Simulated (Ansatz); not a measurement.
**Energy profile**

The step: SnNH₅ ([NH2][SnH3]) + H₂ → SnH₄ + NH₃; bonds formed: Sn1–H7, N2–H6; bonds broken: Sn1–N2, H6–H7 (atoms numbered as in the saddle structure below).

Sn1  (-0.818, 0.311, -0.501)
N2  (0.974, 0.030, 0.713)
H3  (-0.535, 0.232, -2.176)
H4  (-0.960, 1.997, -0.113)
H5  (-2.205, -0.440, 0.133)
H6  (0.757, -1.092, 0.230)
H7  (0.104, -1.703, -0.419)
H8  (0.871, 0.144, 1.717)
H9  (1.812, 0.522, 0.415)
(Å)

Electronic energies by CCSD(T) at an estimated basis limit (MP2 extrapolated from triple and quadruple zeta, plus CCSD(T) − MP2 in triple zeta), on PBE0-D4/def2-TZVP structures; SnNH7, closed shell; no counterpoise correction. Computed with Ansatz 0.2.0 (basis: def2-TZVPP and def2-QZVPP); correlated methods freeze the cores. Filled d shells of the heavier atoms are correlated. Core potentials replace the inner electrons of the atoms past krypton. The def2 sets are not built for correlating such inner shells, so the correlated values are less sure here. Extrapolation: Hartree–Fock as exp(−7.88 √X), correlation as X^−2.97.

**Question.** Give the profile in kJ/mol, counted from the separated reactants. (An estimate is asked for; the value comes from the calculation.)

**Answer.** The calculation gives:
```csv
point,kJ/mol
"separated: SnNH5 (linked as [NH2][SnH3]; Sn1, N2, H3, H4, H5, H8, H9; singlet) + H2 (H6, H7; singlet)",0.0
start structure,-3.2
saddle,152.4
end structure,-40.5
"separated: SnH4 (Sn1, H3, H4, H5, H7; singlet) + NH3 (N2, H6, H8, H9; singlet)",-27.6
```

The T1 diagnostic stays at or below 0.014.

For scale, one of the runs: CCSD(T)/def2-TZVPP, 179 basis functions (an equivalent command: `ansatz run in.yaml --threads 2`). Hardware: 2 CPU threads, shared host. Wall time 35 s; peak host memory 2.1 GiB.
